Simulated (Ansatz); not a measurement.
`C=C(F)[SeH]` + GeH₄ → `[GeH3][SeH]` + `C=CF`  (formal exchange of groups at the Se–C bond)

Isolated molecules relaxed with PBE0-D4/def2-TZVP in Ansatz; ΔE leaves out vibrations. CCSD(T)/CBS adds triple-zeta CCSD(T) − MP2 to the extrapolated MP2 energy (def2 sets, frozen cores). Functionals use def2-TZVPP. For Ge, Se outer-core shells are correlated without core-valence functions, which leaves a few kJ/mol of doubt a bond. Scalar relativity is left out up to krypton. One conformer a species, not always the lowest.

`C=C(F)[SeH]`:

Z-matrix (Å, degrees):
```
C
C 1 1.321
H 1 1.083 2 120.3
H 1 1.080 2 120.2 3 -180.0
F 2 1.336 1 121.1 3 -3.0
Se 2 1.898 1 124.7 3 172.4
H 6 1.470 2 94.0 1 136.9
```

GeH₄:

```xyz
5

Ge    0.000    0.000    0.000
H     1.266    0.866   -0.015
H    -0.271   -0.533   -1.413
H    -1.193    0.846    0.465
H     0.197   -1.178    0.962
```

`[GeH3][SeH]`:

Cartesian coordinates in Å:
```
Ge -0.428 -0.039 -0.419
Se 0.751 0.866 1.411
H -0.967 -1.434 -0.073
H -1.585 0.938 -0.664
H 0.480 -0.118 -1.654
H 1.748 -0.212 1.398
```

`C=CF`:

Z-matrix (Å, degrees):
```
C
C 1 1.316
H 1 1.081 2 119.2
H 1 1.082 2 121.6 3 -180.0
F 2 1.336 1 122.3 3 180.0
H 2 1.084 1 125.7 3 0.0
```

CCSD(T)/CBS gives -100.8 kJ/mol.

(1) Another level gave -102.3 kJ/mol. Which?
A. revPBE/def2-TZVPP
B. PBE-QIDH/def2-TZVPP
C. BHLYP-D4/def2-TZVPP
D. LDA (SPW92)/def2-TZVPP

Largest T1 diagnostic among the species: 0.012.

Answers

(1) B. PBE-QIDH -102.3, revPBE -96.0, BHLYP-D4 -106.7, LDA (SPW92) -84.3 kJ/mol.

From PBE to PBE0 (25 % exact exchange), in def2-TZVPP and without D4, ΔE moves by −7.0 kJ/mol. In def2-TZVPP, CCSD(T) changes the Hartree–Fock value by +19.6 kJ/mol (the triples alone add +3.5 kJ/mol) and MP2 by +19.4 kJ/mol.
